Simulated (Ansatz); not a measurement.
Q: Predict a relaxed structure of the cluster In₂O₄H₂ (the lowest singlet isomer of a short search), charge 0, singlet, at B3LYP-D4/def2-SVP (Ansatz).

A: 
Cartesian coordinates in Å:
```
In -1.467 0.164 -0.176
In 1.319 -0.517 0.446
O 0.376 0.886 -0.714
O -3.352 0.641 -0.599
O -0.521 -1.235 0.975
O 3.209 -0.971 0.872
H 3.803 -0.365 0.402
H -3.367 1.397 -1.206
```
Point group C2v (tolerance 0.1 Å). This is one stationary point.

In the def2 sets In takes a core potential; there is no spin–orbit coupling. The structure comes from a short search, and lower isomers may exist.
